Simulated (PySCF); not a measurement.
H2Cl2S2Si, singlet, geometry from GFN2-xTB; DF-HF/cc-pV(T+d)Z (PySCF).

Input for PySCF:
```python
from pyscf import gto, scf

mol = gto.Mole()
mol.atom = '''
    S    -0.14531803    1.88721650   -0.97315369
    Si   -0.04840659   -0.03890473    0.00742708
    S     1.96715216   -0.42299524    0.69362738
    Cl   -0.62426847   -1.39507744   -1.36170540
    Cl   -1.21650610   -0.08436639    1.64413777
    H     0.27753454    2.59740293    0.06417464
    H     2.54397939   -0.32973179   -0.49708308
'''
mol.basis = 'cc-pv(t+d)z'
mol.verbose = 4
mol.max_memory = 1800
mol.build()

mf = scf.RHF(mol)
mf = mf.density_fit(auxbasis='def2-universal-jkfit')
mf.kernel()
```

Task: Write the output that PySCF gives for this input, abridged.

Result: 
```
PySCF version 2.14.0

[INPUT] verbose = 4
[INPUT] num. atoms = 7
[INPUT] num. electrons = 82
[INPUT] charge = 0
[INPUT] spin (= nelec alpha-beta = 2S) = 0
[INPUT] symmetry False subgroup None
[INPUT] Mole.unit = angstrom
[INPUT] Symbol           X                Y                Z      unit          X                Y                Z       unit  Magmom
[INPUT]  1 S     -0.145318030000   1.887216500000  -0.973153690000 AA   -0.274611277661   3.566322322760  -1.838993951210 Bohr   0.0
[INPUT]  2 Si    -0.048406590000  -0.038904730000   0.007427080000 AA   -0.091475197724  -0.073519284650   0.014035147105 Bohr   0.0
[INPUT]  3 S      1.967152160000  -0.422995240000   0.693627380000 AA    3.717378827747  -0.799345155595   1.310765780700 Bohr   0.0
[INPUT]  4 Cl    -0.624268470000  -1.395077440000  -1.361705400000 AA   -1.179696436501  -2.636314284159  -2.573250268341 Bohr   0.0
[INPUT]  5 Cl    -1.216506100000  -0.084366390000   1.644137770000 AA   -2.298863357863  -0.159429371218   3.106970096353 Bohr   0.0
[INPUT]  6 H      0.277534540000   2.597402930000   0.064174640000 AA    0.524464270707   4.908380172843   0.121272493743 Bohr   0.0
[INPUT]  7 H      2.543979390000  -0.329731790000  -0.497083080000 AA    4.807424313638  -0.623102777663  -0.939350882355 Bohr   0.0

nuclear repulsion = 521.265815756768
number of shells = 26
number of NR pGTOs = 352
number of NR cGTOs = 223
basis = cc-pv(t+d)z
ecp = {}

******** <class 'pyscf.df.df_jk.DFRHF'> ********
method = DFRHF
initial guess = minao
damping factor = 0
level_shift factor = 0
DIIS = <class 'pyscf.scf.diis.CDIIS'>
diis_start_cycle = 1
diis_space = 8
diis_damp = 0
SCF conv_tol = 1e-09
SCF conv_tol_grad = None
SCF max_cycles = 50
direct_scf = False
Set gradient conv threshold to 3.16228e-05
Initial guess from minao.
******** <class 'pyscf.df.df.DF'> ********
auxbasis = def2-universal-jkfit
init E= -2004.99739062494
  HOMO = -0.303082797229379  LUMO = 0.0344068891826677  gap/eV = 9.18356
cycle= 1 E= -2004.34072394396  delta_E= 0.657  |g|= 0.512  |ddm|= 4.02
  HOMO = -0.403851388298429  LUMO = 0.0679053677611012  gap/eV = 12.83716
cycle= 2 E= -2004.4030902717  delta_E= -0.0624  |g|= 0.337  |ddm|= 1.35
  HOMO = -0.381448847689857  LUMO = 0.116566391331236  gap/eV = 13.55168
cycle= 3 E= -2004.43041132583  delta_E= -0.0273  |g|= 0.0525  |ddm|= 0.432
  HOMO = -0.382893444913686  LUMO = 0.1207478744856  gap/eV = 13.70478
cycle= 4 E= -2004.43190159857  delta_E= -0.00149  |g|= 0.0173  |ddm|= 0.119
  HOMO = -0.382923274897236  LUMO = 0.121479947154659  gap/eV = 13.72551
cycle= 5 E= -2004.43207207542  delta_E= -0.00017  |g|= 0.0049  |ddm|= 0.0361
  HOMO = -0.383369288185367  LUMO = 0.121339541896705  gap/eV = 13.73383
cycle= 6 E= -2004.43208932811  delta_E= -1.73e-05  |g|= 0.00112  |ddm|= 0.0131
  HOMO = -0.383427390122698  LUMO = 0.121353840396517  gap/eV = 13.73580
cycle= 7 E= -2004.432090221  delta_E= -8.93e-07  |g|= 0.000297  |ddm|= 0.0031
  HOMO = -0.383427697027507  LUMO = 0.121374895421188  gap/eV = 13.73638
cycle= 8 E= -2004.43209027106  delta_E= -5.01e-08  |g|= 6.29e-05  |ddm|= 0.000788
  HOMO = -0.383434050224869  LUMO = 0.121374278429897  gap/eV = 13.73653
cycle= 9 E= -2004.43209027329  delta_E= -2.23e-09  |g|= 1.72e-05  |ddm|= 0.00018
  HOMO = -0.383433642186004  LUMO = 0.121375021345356  gap/eV = 13.73654
cycle= 10 E= -2004.4320902735  delta_E= -2.14e-10  |g|= 5.54e-06  |ddm|= 4.98e-05
  HOMO = -0.383433949387777  LUMO = 0.121374867926358  gap/eV = 13.73655
Extra cycle  E= -2004.43209027353  delta_E= -2.5e-11  |g|= 2.75e-06  |ddm|= 1.32e-05
converged SCF energy = -2004.43209027353
```
